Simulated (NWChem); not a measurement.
System: SiBiH5; SMILES [BiH2][SiH3]

Output (shortened):

```
             Northwest Computational Chemistry Package (NWChem) 7.3.0
             --------------------------------------------------------

 C1  symmetry detected

                             Geometry "geometry" -> ""
                             -------------------------

 Output coordinates in angstroms (scale by  1.889725989 to convert to a.u.)

  No.       Tag          Charge          X              Y              Z
 ---- ---------------- ---------- -------------- -------------- --------------
    1 Bi                  83.0000     0.00054904    -0.46127425     0.02635955
    2 H                    1.0000    -1.29846523    -0.44885234    -1.21573463
    3 H                    1.0000     1.24618492    -0.44615526    -1.26930541
    4 Si                  14.0000     0.00020885     2.21347942     0.01345773
    5 H                    1.0000    -0.04960891     2.77951817    -1.36783710
    6 H                    1.0000     1.23801369     2.70555580     0.69450462
    7 H                    1.0000    -1.18461852     2.70698451     0.78212166

 Effective nuclear repulsion energy (a.u.)     337.7312228814

 Summary of "ao basis" -> "ao basis" (spherical)
 ------------------------------------------------------------------------------
       Tag                 Description            Shells   Functions and Types
 ---------------- ------------------------------  ------  ---------------------
 Bi                         def2-svp                10       26   4s4p2d
 H                          def2-svp                 3        5   2s1p
 Si                         def2-svp                 8       18   4s3p1d

            General Information
            -------------------
          SCF calculation type: DFT
          Wavefunction type:  closed shell.
          No. of atoms     :     7
          No. of electrons :    42
           Alpha electrons :    21
            Beta electrons :    21
          Charge           :     0
          Spin multiplicity:     1
          Use of symmetry is: off; symmetry adaption is: off
          Maximum number of iterations: 150
          AO basis - number of functions:    69
                     number of shells:    33
          Convergence on energy requested:  1.00D-06
          Convergence on density requested:  1.00D-05
          Convergence on gradient requested:  5.00D-04

              XC Information
              --------------
          PerdewBurkeErnzerhof Exchange Functional  1.000
            Perdew 1991 LDA Correlation Functional  1.000 local
           PerdewBurkeErnz. Correlation Functional  1.000 non-local

             Grid Information
             ----------------
          Grid used for XC integration:  medium
          Radial quadrature: Mura-Knowles
          Angular quadrature: Lebedev.
          Tag              B.-S. Rad. Rad. Pts. Rad. Cut. Ang. Pts.
          ---              ---------- --------- --------- ---------
          Bi                  1.60      123          10.0       590
          H                   0.35       45          11.0       434
          Si                  1.10       88          10.0       590
          Grid pruning is: on
          Number of quadrature shells:   436
          Spatial weights used:  Erf1

      Superposition of Atomic Density Guess
      -------------------------------------

 Sum of atomic energies:        -536.65395200

      Non-variational initial energy
      ------------------------------

 Total energy =    -505.076442
 1-e energy   =    -992.711205
 2-e energy   =     378.741164
 HOMO         =      -0.269442
 LUMO         =       0.037857

     ---------------------------------------------
      Total Density - Mulliken Population Analysis
     ---------------------------------------------

    Atom       Charge   Shell Charges
 -----------   ------   -------------------------------------------------------
    1 Bi  23    22.87   2.92 -0.87  1.15  0.66  4.70  1.29  1.57  1.40  9.74  0.31
    2 H    1     1.06   0.62  0.43  0.01
    3 H    1     1.06   0.62  0.43  0.01
    4 Si  14    13.81   2.00  1.99  1.02  0.32  5.94  1.12  1.33  0.09
    5 H    1     1.06   0.69  0.36  0.01
    6 H    1     1.07   0.69  0.36  0.01
    7 H    1     1.07   0.69  0.36  0.01

   convergence    iter        energy       DeltaE   RMS-Dens  Diis-err
 ---------------- ----- ----------------- --------- --------- ---------
 d= 0,ls=0.0,diis     1   -506.8494618987 -6.16D+02  1.48D-02  1.66D-01
 d= 0,ls=0.0,diis     2   -506.8655202379 -1.61D-02  6.10D-03  3.64D-02
 d= 0,ls=0.0,diis     3   -506.8697312512 -4.21D-03  2.52D-03  1.74D-02
 d= 0,ls=0.0,diis     4   -506.8730933846 -3.36D-03  7.12D-04  8.00D-04
 d= 0,ls=0.0,diis     5   -506.8732711444 -1.78D-04  1.29D-04  3.20D-05
  Resetting Diis
 d= 0,ls=0.0,diis     6   -506.8732771561 -6.01D-06  3.55D-05  2.92D-06
 d= 0,ls=0.0,diis     7   -506.8732778184 -6.62D-07  1.54D-05  1.24D-07
 d= 0,ls=0.0,diis     8   -506.8732777880  3.04D-08  9.40D-06  2.55D-07

         Total DFT energy =     -506.873277787970
      One electron energy =     -994.334201039257
           Coulomb energy =      418.273646977025
    Exchange-Corr. energy =      -39.706322297928
 Nuclear repulsion energy =      108.893598572191

 Numeric. integr. density =       42.000016142274

                       DFT Final Molecular Orbital Analysis
                       ------------------------------------

 Vector   19  Occ=2.000000D+00  E=-2.855523D-01
              MO Center= -5.0D-03,  1.7D-01, -5.0D-01, r^2= 4.4D+00
   Bfn.  Coefficient  Atom+Function         Bfn.  Coefficient  Atom+Function
  ----- ------------  ---------------      ----- ------------  ---------------
    11      0.350540  1 Bi px                27     -0.277270  2 H  s
    32      0.277433  3 H  s                 14      0.184197  1 Bi px
     5     -0.182004  1 Bi px                28     -0.180971  2 H  s
    33      0.181093  3 H  s                 60     -0.161609  6 H  s
    65      0.158416  7 H  s                 44     -0.128225  4 Si px

 Vector   20  Occ=2.000000D+00  E=-2.626516D-01
              MO Center= -6.8D-03,  1.7D-01, -2.5D-01, r^2= 4.0D+00
   Bfn.  Coefficient  Atom+Function         Bfn.  Coefficient  Atom+Function
  ----- ------------  ---------------      ----- ------------  ---------------
    13      0.356600  1 Bi pz                27     -0.232726  2 H  s
    32     -0.232749  3 H  s                 16      0.212440  1 Bi pz
     3      0.210843  1 Bi s                  7     -0.185274  1 Bi pz
     4      0.173537  1 Bi s                 12      0.173692  1 Bi py
    28     -0.170404  2 H  s                 33     -0.170652  3 H  s

 Vector   21  Occ=2.000000D+00  E=-2.323425D-01
              MO Center= -7.6D-04,  3.1D-01, -2.4D-02, r^2= 4.2D+00
   Bfn.  Coefficient  Atom+Function         Bfn.  Coefficient  Atom+Function
  ----- ------------  ---------------      ----- ------------  ---------------
    12      0.388378  1 Bi py                 3     -0.279032  1 Bi s
    15      0.270886  1 Bi py                45     -0.254052  4 Si py
    48     -0.245490  4 Si py                 4     -0.201265  1 Bi s
     6     -0.198032  1 Bi py                13     -0.189202  1 Bi pz
     1      0.179133  1 Bi s                 16     -0.149663  1 Bi pz

 Vector   22  Occ=0.000000D+00  E=-3.930799D-02
              MO Center= -3.2D-03,  3.2D-01, -9.2D-02, r^2= 5.8D+00
   Bfn.  Coefficient  Atom+Function         Bfn.  Coefficient  Atom+Function
  ----- ------------  ---------------      ----- ------------  ---------------
    15      0.865910  1 Bi py                48      0.691483  4 Si py
    40     -0.636134  4 Si s                 39     -0.408796  4 Si s
    12      0.346498  1 Bi py                16      0.287886  1 Bi pz
    56      0.250646  5 H  s                 45      0.227426  4 Si py
    28      0.203993  2 H  s                 38     -0.201437  4 Si s

 Vector   23  Occ=0.000000D+00  E=-3.172294D-02
              MO Center= -5.8D-03, -3.2D-01, -1.5D-01, r^2= 4.4D+00
   Bfn.  Coefficient  Atom+Function         Bfn.  Coefficient  Atom+Function
  ----- ------------  ---------------      ----- ------------  ---------------
    14      0.955719  1 Bi px                28      0.708551  2 H  s
    33     -0.700098  3 H  s                 11      0.383643  1 Bi px
    27      0.238752  2 H  s                 32     -0.236718  3 H  s
     5     -0.187333  1 Bi px                20      0.170974  1 Bi d  1
    61     -0.125883  6 H  s                 66      0.113625  7 H  s

 Vector   24  Occ=0.000000D+00  E=-1.919740D-02
              MO Center= -1.5D-04,  6.8D-02, -1.3D-01, r^2= 5.8D+00
   Bfn.  Coefficient  Atom+Function         Bfn.  Coefficient  Atom+Function
  ----- ------------  ---------------      ----- ------------  ---------------
     4      0.947869  1 Bi s                 16     -0.901103  1 Bi pz
    33     -0.842423  3 H  s                 28     -0.830214  2 H  s
    48      0.560064  4 Si py                40     -0.490670  4 Si s
    15      0.463139  1 Bi py                 3      0.460440  1 Bi s
    56     -0.310217  5 H  s                  1     -0.292025  1 Bi s

     ---------------------------------------------
      Total Density - Mulliken Population Analysis
     ---------------------------------------------

    Atom       Charge   Shell Charges
 -----------   ------   -------------------------------------------------------
    1 Bi  23    22.88   2.94 -0.87  1.32  0.50  4.71  1.30  1.71  1.21  9.67  0.39
    2 H    1     1.06   0.67  0.38  0.01
    3 H    1     1.06   0.67  0.38  0.01
    4 Si  14    13.90   2.00  1.98  1.10  0.27  5.92  1.31  1.21  0.11
    5 H    1     1.03   0.72  0.30  0.01
    6 H    1     1.04   0.72  0.30  0.01
    7 H    1     1.04   0.72  0.30  0.01

     -------------------------------------------
      Total Density - Lowdin Population Analysis
     -------------------------------------------

    Atom       Charge   Shell Charges
 -----------   ------   -------------------------------------------------------
    1 Bi  23    22.85   1.48  0.48  1.05  0.70  4.09  1.69  1.70  1.55  9.27  0.83
    2 H    1     1.07   0.59  0.45  0.03
    3 H    1     1.07   0.59  0.45  0.03
    4 Si  14    13.79   2.00  1.94  0.72  0.39  5.81  1.32  1.43  0.17
    5 H    1     1.07   0.63  0.41  0.03
    6 H    1     1.08   0.63  0.42  0.03
    7 H    1     1.08   0.63  0.42  0.03

     Multipole analysis of the density
     ---------------------------------

     L   x y z        total         alpha         beta         nuclear
     -   - - -        -----         -----         ----         -------
     0   0 0 0     -0.000000    -21.000000    -21.000000     42.000000

     1   1 0 0      0.005166      0.033709      0.033709     -0.062252
     1   0 1 0     -0.231272    -26.266094    -26.266094     52.300916
     1   0 0 1      0.265882      1.627311      1.627311     -2.988740

     2   2 0 0    -34.716309    -28.388201    -28.388201     22.060094
     2   1 1 0     -0.001060     -0.058303     -0.058303      0.115547
     2   1 0 1     -0.013629     -0.003814     -0.003814     -0.006001
     2   0 2 0    -35.551219   -189.652217   -189.652217    343.753215
     2   0 1 1     -0.052784     -2.604090     -2.604090      5.155395
     2   0 0 2    -35.403420    -28.544698    -28.544698     21.685976
```

Level: PBE/def2-SVP with def2 effective core potentials on Bi. The geometry was optimised at PBE0/def2-SVP. def2 effective core potentials on Bi; no spin-orbit coupling.

### Question
Write an input that gives this output.

### Answer
This is not unique; one that fits is the input that was run:
```
start job
memory heap 200 mb stack 900 mb global 1100 mb
geometry units angstroms noautoz
  Bi     0.016729     0.468061     0.007922
  H     -1.252282     0.451119    -1.264758
  H     -1.252370     0.442262     1.280442
  Si     0.019841    -2.206714     0.001380
  H     -1.358781    -2.780967    -0.020800
  H      0.729674    -2.697507     1.223421
  H      0.766388    -2.692850    -1.200513
end
basis spherical
  Bi library def2-svp
  H library def2-svp
  Si library def2-svp
end
ecp
  Bi library def2-ecp
end
dft
  xc xpbe96 cpbe96
  iterations 150
  mulliken
end
task dft energy
```
